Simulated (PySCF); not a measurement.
## [LaI4]−: one run

[LaI4]− (singlet). PySCF 2.14.0, RKS M06-L, La def2-SVP with ECP46, I def2-SVP with ECP28; non-relativistic Hamiltonian with scalar-relativistic core potentials where named; density fitting; no spin-orbit coupling. Purpose: level M06-L.

```python
mol = gto.M(atom='''
La    -0.00000    -0.00000     0.00000
I      1.76110     1.76110     1.76110
I     -1.76110    -1.76110     1.76110
I      1.76110    -1.76110    -1.76110
I     -1.76110     1.76110    -1.76110''',
    basis={'La': 'def2-SVP', 'I': 'def2-SVP'},
    ecp={'La': 'def2-SVP', 'I': 'def2-SVP'},
    charge=-1, spin=0)
mf = dft.RKS(mol, xc='M06L')
mf.grids.atom_grid = (75, 302)  # f atoms: unpruned, at least (60, 302)
mf = mf.density_fit()  # fitting sets: La def2-universal-JKFIT, I def2-universal-JKFIT
mf.conv_tol = 1e-08; mf.max_cycle = 55
mf.kernel(dm0)  # dm0: converged density of the relaxed state
mf.nuc_grad_method().kernel()
```

Run from Python with OMP_NUM_THREADS=4; the lines above give its settings. Where DIIS fails, smearing, a level shift and second-order steps follow.
It took 7.3 s on 4 threads of Intel(R) Xeon(R) 6975P-C (Granite Rapids) (shared host), from an already converged density.

Q: Where do the frontier levels lie, over both spins?

A: HOMO -2.92 eV, LUMO 1.50 eV. 

Q: What are the Mulliken charges and spins?

A: 
| atom | charge (e) | spin (e) |
| --- | --- | --- |
| La1 | 0.868 | 0.000 |
| I2 | -0.467 | 0.000 |
| I3 | -0.467 | 0.000 |
| I4 | -0.467 | 0.000 |
| I5 | -0.467 | 0.000 |

Q: What forces act on the atoms (eV/Å)?

A: 
```
La   0.00  0.00  0.00
I    0.13  0.13  0.13
I   -0.13 -0.13  0.13
I    0.13 -0.13 -0.13
I   -0.13  0.13 -0.13
```
Forces carry noise of the integration grid, about 0.01 to 0.03 eV/Å.

The geometry was relaxed with PBE0 (La def2-SVP with ECP46, I def2-SVP with ECP28).
